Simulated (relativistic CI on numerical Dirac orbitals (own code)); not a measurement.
## Energy levels of Kr

Calculated at this level of theory: Dirac-Coulomb-Breit CI, orbitals from a KLI potential per configuration, model QED (radiative potential, 1s self-energy scaled to tabulated hydrogen-like ionisation energies), valence Slater integrals scaled by 0.85, P86 correlation energy added to each configuration (own radial code, finite nucleus).

CI space (outside the closed core [Ar] 3d10 4s2): 4p6, 4p5 5s, 4p5 5p, 4p5 4d, 4p5 6s, 4p5 6p, 4p5 5d, 4p5 4f, 4p5 6d, 4p5 5f, 4p5 5g, 4p5 6f. Double excitations out of closed p, d and f shells are left out; levels of such configurations are missing from the list, as are those of other unlisted configurations, and high levels can miss mixing partners.

```tsv
No.	Configuration	Term	J	E (cm⁻¹)	%	Landé g	Lifetime (s)
1	4p6	1S	0	0.0	100		
2	4p5 5s	3P°	2	80655.9	99	1.501	3.83e+01
3	4p5 5s	1P°	1	81631.2	51	1.243	2.96e-09
4	4p5 5s	3P°	0	85984.7	99		4.64e-01
5	4p5 5s	3P°	1	86642.4	51	1.258	2.91e-09
6	4p5 5p	3S	1	90933.4	80	1.884	3.37e-08
7	4p5 5p	3D	3	91824.0	100	1.334	2.92e-08
8	4p5 5p	3D	2	91892.7	51	1.103	3.41e-08
9	4p5 5p	1P	1	92461.1	53	1.013	3.18e-08
10	4p5 5p	3P	2	92578.4	76	1.386	2.95e-08
11	4p5 5p	1S	0	93656.1	51		2.47e-08
12	4p5 5p	3D	1	97229.8	75	0.639	3.11e-08
13	4p5 4d	3P°	0	97363.4	96		
14	4p5 5p	3P	1	97489.2	60	1.468	3.02e-08
15	4p5 5p	3D	2	97513.8	45	1.179	3.13e-08
16	4p5 4d	3P°	1	97614.5	87	1.415	
17	4p5 4d	3F°	4	98000.2	99	1.250	
18	4p5 4d	3P°	2	98039.6	62	1.375	
19	4p5 4d	3F°	3	98380.6	60	1.068	
20	4p5 5p	3P	0	98511.5	52		2.59e-08
21	4p5 4d	1D°	2	98865.9	41	0.946	
22	4p5 4d	3D°	3	98978.1	67	1.226	
23	4p5 6s	3P°	2	99562.3	94	1.487	
24	4p5 4d	1P°	1	99652.8	38	0.845	6.18e-09
25	4p5 6s	1P°	1	99917.3	50	1.129	2.11e-09
26	4p5 6p	3S	1	102914.4	70	1.824	
27	4p5 6p	3D	3	103078.5	100	1.334	
28	4p5 6p	3D	2	103111.6	49	1.101	
29	4p5 6p	1P	1	103298.4	57	1.033	
30	4p5 6p	3P	2	103332.9	78	1.397	6.76e-08
31	4p5 4d	3D°	2	103519.6	36	1.253	
32	4p5 4d	3F°	2	103639.4	66	0.790	
33	4p5 4d	1F°	3	103822.0	33	1.124	
34	4p5 4d	3D°	1	103929.7	34	0.981	3.46e-08
35	4p5 6p	1S	0	104132.8	53		
36	4p5 5d	3P°	0	104466.7	62		1.23e-07
37	4p5 5d	3F°	4	104979.9	99	1.251	
38	4p5 6s	3P°	1	105014.5	33	1.186	6.90e-09
39	4p5 6s	3P°	0	105172.1	66		4.92e-08
40	4p5 5d	3P°	1	105304.8	38	1.259	2.85e-08
41	4p5 5d	3F°	3	105310.5	52	1.060	
42	4p5 5d	3P°	2	105393.7	48	1.318	
43	4p5 5d	1D°	2	105566.6	39	0.963	
44	4p5 5d	3D°	3	105570.3	70	1.241	
45	4p5 5d	1P°	1	106583.4	28	0.879	2.66e-09
```

Energies count from the lowest computed level; ° marks odd parity; lifetimes are radiative, by E1, M1, E2, M2, E3 decay to levels of this space only; some are left blank where a channel outside the calculation adds to the decay or the decay crosses a small, uncertain gap.

The mean weight of the leading LS term, summed over parents, in these 45 levels is 63 %, and that of the leading jj configuration (from the same eigenvectors) 83 %, so jj coupling describes them better and the LS labels are nominal.

Correlation outside the listed configurations is missing or only estimated: errors of thousands of cm⁻¹ between configurations and terms are usual at this charge. Rates and lifetimes follow the computed energies and can be off by large factors. The fine structure of a lone outer electron comes out too small, for d and f at times inverted, and misplaced configurations move strength between like terms. 16 of the 18 excited levels that our extract of the measured tables holds in this range could be paired (the sources list more); they are missed by 464 cm⁻¹ on average and 796 at most, and levels without a partner can miss by more.

LS names give the leading component of a level, which can be under half, so a name can repeat, a term be missing and a line seem to break the LS rules.
